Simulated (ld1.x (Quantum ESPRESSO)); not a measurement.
# Before and after: RRKJ potential for Ru

- Element: Ru (Z = 44)
- Generator: ld1.x (Quantum ESPRESSO) 7.5
- Type: norm-conserving RRKJ (Kleinman–Bylander form)
- Functional: PBE
- Relativity: scalar-relativistic
- Frozen core: [Ar] 3d10
- Valence charge: 16
- Reference configuration: 4s2 4p6 4d7 5s0 5p1
- Partial waves: 4s (bound): rc 1.65 bohr; 4d (bound): rc 2.15 bohr; 4p (bound): rc 1.05 bohr
- Local potential: the p channel
- Core correction: none

Occupied shells without a wave of their own: 5p. They enter only through the test configuration that unscreens the potential.

Change: wave 4s (bound): rc 1.65 bohr becomes 4s (bound): rc 1.42 bohr.

Cutoffs: the cutoffs (Ry, on a coarse ladder) from which the occupation-weighted sum of valence levels, in a spherical-Bessel basis at the reference potential, stays within 10 and 1 mRy of its value at 400 Ry; they do not see the model core or the augmentation charge, which bear on the density cutoff. Errors are all-electron minus pseudo energies relative to the spin-unpolarised reference configuration.

Question: How do hardness, ghosts and transferability respond?

Answer: The potential gets neither clearly harder nor softer (120 Ry and 160 Ry → 120 Ry and 160 Ry); the p channel sets the loose cutoff, while the largest relative change is in s, which becomes harder; of the 7 tests that both files solve, the error grows in 0 and shrinks in 4 by more than 15 % and 0.3 meV (median size 201.1 → 37.8 meV); the range in which the s phases agree widens (upper end -0.9 → at the end of the scan); neither file shows a bound ghost. Less of the atom is replaced, so other configurations are described better.

```csv
quantity,base,changed
"cutoff, loose",120 Ry,120 Ry
"cutoff, tight",160 Ry,160 Ry
loose cutoff by channel (10 mRy a level),"s 35 Ry, d 30 Ry, p 70 Ry","s 50 Ry, d 30 Ry, p 70 Ry"
bound ghosts,none,none
"error for 4s2 4p6 4d7 5s1 5p0, meV [ΔE -3.46 eV]",+364,+43
"error for 4s2 4p6 4d7 5s0 5p0, meV [ΔE 3.83 eV]",-18,-18
"error for 4s2 4p6 4d6 5s0 5p0, meV [ΔE 22.02 eV]",-38,-38
"error for 4s2 4p6 4d7 5s0.5 5p0, meV [ΔE -0.60 eV]",+201,+17
"error for 4s2 4p6 4d6 5s1 5p1, meV [ΔE 2.19 eV]",+518,+81
"error for 4s2 4p6 4d6 5s1 5p0, meV [ΔE 6.65 eV]",+575,+66
"error for 4s2 4p6 4d5 5s0 5p0, meV [ΔE 52.64 eV]",-32,-33
s: phases at 2.36 bohr within 0.05 rad from the reference energy up to (Ry; the scan ends near 5),-0.9,to the end of the scan
p: phases at 2.36 bohr within 0.05 rad from the reference energy up to (Ry; the scan ends near 5),to the end of the scan,to the end of the scan
d: phases at 2.36 bohr within 0.05 rad from the reference energy up to (Ry; the scan ends near 5),2.3,2.3
```

Base: The 5p level has no wave, so the channel is fitted at the deeper level alone: the likely source of the large errors.
